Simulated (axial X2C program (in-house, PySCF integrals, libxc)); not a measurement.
# Outer orbitals of MnI at 2.601 Å, HF

Computed with an in-house relativistic program for diatomic molecules. Spin-free means the one-electron spin-free X2C Hamiltonian; two-component (2c) means X2C with spin–orbit coupling and atomic mean-field two-electron Coulomb and Gaunt terms, so the difference of the two also holds small scalar two-electron terms. Basis: I dyall-cv3z [11s12p8d4f1g], Mn dyall-cv3z [9s10p6d3f2g] (cores contracted in-house); Gaussian nuclei, density fitting, unrestricted open shells. Masses: I 126.904 u, Mn 54.938 u.

The distance is close to the 2c PBE0 minimum; the highest filled and lowest empty levels are listed.

Spin-free orbitals, state M_S = 3, Λ = 0 (beyond evenly filled blocks: 2 × σα, π+α, π-α, δ+α, δ-α) (Löwdin shares):

| symmetry | occupied | ε (eV) | atomic character |
| --- | --- | --- | --- |
| σα | yes | -23.34 | 80% I s, 8% Mn p, 8% Mn d |
| σβ | yes | -23.14 | 83% I s, 8% Mn p, 5% Mn d |
| δ-α | yes | -18.42 | 100% Mn d |
| δ+α | yes | -18.42 | 100% Mn d |
| π+α | yes | -18.37 | 99% Mn d |
| π-α | yes | -18.37 | 99% Mn d |
| σα | yes | -18.24 | 94% Mn d, 3% I s |
| σα | yes | -11.35 | 65% I p, 30% Mn s, 2% I s |
| σβ | yes | -10.83 | 80% I p, 8% Mn s, 6% Mn p |
| π-β | yes | -9.66 | 92% I p, 4% Mn d, 4% Mn p |
| π+β | yes | -9.66 | 92% I p, 4% Mn d, 4% Mn p |
| π+α | yes | -9.60 | 91% I p, 5% Mn p, 3% Mn d |
| π-α | yes | -9.60 | 91% I p, 5% Mn p, 3% Mn d |
| σα | yes | -7.88 | 47% Mn s, 34% Mn p, 17% I p |
| σβ | no | 0.01 | 79% Mn s, 14% Mn p, 4% Mn d |
| π-α | no | 0.40 | 93% Mn p, 4% I p, 2% Mn d |
| π+α | no | 0.40 | 93% Mn p, 4% I p, 2% Mn d |
| π+β | no | 1.09 | 97% Mn p, 2% I p |
| π-β | no | 1.09 | 97% Mn p, 2% I p |

Spinors with spin–orbit coupling (state Ω = 3):

```tsv
ω	occupied	ε (eV)	atomic character	λ mixture
1/2	yes	-23.35	80% I s, 8% Mn p, 8% Mn d	100% σ
-1/2	yes	-23.15	83% I s, 8% Mn p, 5% Mn d	100% σ
-3/2	yes	-18.47	100% Mn d	100% δ
-1/2	yes	-18.40	99% Mn d	100% π
5/2	yes	-18.36	100% Mn d	100% δ
3/2	yes	-18.34	99% Mn d	100% π
1/2	yes	-18.25	94% Mn d, 3% I s	100% σ
1/2	yes	-11.48	68% I p, 25% Mn s	92% σ, 8% π
-1/2	yes	-11.07	83% I p, 6% Mn s, 5% Mn p	82% σ, 18% π
1/2	yes	-9.95	87% I p, 6% Mn s, 4% Mn d	90% π, 10% σ
-1/2	yes	-9.76	89% I p, 5% Mn p, 3% Mn d	82% π, 18% σ
-3/2	yes	-9.31	91% I p, 5% Mn d, 4% Mn p	100% π
3/2	yes	-9.24	91% I p, 6% Mn p, 4% Mn d	100% π
1/2	yes	-7.84	46% Mn s, 34% Mn p, 18% I p	98% σ, 2% π
-1/2	no	0.02	79% Mn s, 14% Mn p, 4% Mn d	100% σ
-1/2	no	0.39	93% Mn p, 3% I p	100% π
3/2	no	0.43	92% Mn p, 4% I p, 2% Mn d	100% π
1/2	no	1.08	97% Mn p	100% π
```

Question: How does the gap between the highest filled and lowest empty level change from the spin-free to the 2c table?

Answer: From 7.89 to 7.86 eV at HF, a change of -0.03 eV.

Mulliken charges and populations of the two-component result (they depend on the basis, above all on diffuse functions):

I -0.55 e (s 9.99 p 23.54 d 20.02), Mn 0.55 e (s 6.93 p 12.45 d 5.07). ⟨Lz⟩ = 0.00 ħ and ⟨Sz⟩ = 3.00 ħ (0.01 and 2.99 on the two atoms), which add up to Ω.

The state is a single determinant with fixed occupations, the lowest that a limited PBE0 search found. PBE0 can misorder states that lie within some tenths of an eV, so this need not be the ground state of the molecule. The nearest other spin-free determinant of the search, M_S = 2, Λ = 0, lies 0.67 eV up at the distance of the search. With several unpaired electrons one determinant need not be a pure state. Open-shell Ω = 0 determinants with evenly filled partner blocks cannot be reached by this program, so the Ω shown need not be the lowest component.
